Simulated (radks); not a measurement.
The arsenic ion As+ inside a hard spherical wall (all orbitals vanish at R), configuration held at [Ar] 3d10 4s2 4p2 and not refilled when levels cross. All-electron calculation, non-relativistic Kohn-Sham, PBE, spin-unpolarised, spherical densities, point nucleus. Program: a radial shooting solver on a logarithmic mesh with Libxc functionals. Eigenvalues in eV, with the zero of energy where the potential of the charges vanishes at infinity; a dash marks a level that is unbound or too diffuse for the functional's potential to be trusted. A positive occupied level is held by the wall or, in an anion where self-interaction has pushed it up, behind a barrier. The pressure on the wall is -dE/dV.

\begin{tabular}{lrrrrrrrrr}
R (bohr) & E (hartree) & kinetic (hartree) & e(3p) & e(3d) & e(4s) & e(4p) & e(5s, empty) & e(4d, empty) & pressure (GPa) \\ \hline
free & -2235.13218 & 2233.752 & -142.02 & -51.459 & -22.860 & -13.360 & - & - & 0 \\
15 & -2235.13218 & 2233.752 & -142.02 & -51.459 & -22.860 & -13.360 & -4.902 & -3.334 & < 0.0001 \\
12 & -2235.13218 & 2233.752 & -142.02 & -51.459 & -22.860 & -13.360 & -4.879 & -3.308 & < 0.0001 \\
10 & -2235.13217 & 2233.752 & -142.02 & -51.459 & -22.859 & -13.359 & -4.766 & -3.221 & 0.000271 \\
8 & -2235.13196 & 2233.755 & -142.00 & -51.442 & -22.847 & -13.346 & -4.191 & -2.880 & 0.0138 \\
4 & -2234.95587 & 2234.747 & -138.66 & -48.151 & -20.163 & -9.782 & 17.050 & 6.247 & 43.2 \\
3.5 & -2234.72111 & 2235.788 & -136.12 & -45.667 & -17.643 & -6.441 & 31.380 & 12.126 & 135 \\
2.5 & -2232.64840 & 2243.229 & -124.11 & -33.901 & -0.177 & 15.141 & 108.63 & 43.343 & 1800 \\
2 & -2228.16210 & 2257.710 & -108.60 & -18.139 & 32.393 & 52.279 & 221.42 & 88.357 & 9080 \\
1.5 & -2211.15613 & 2309.322 & -69.431 & 24.232 & 141.07 & 166.99 & 520.54 & 207.04 & 69200 \\
\end{tabular}
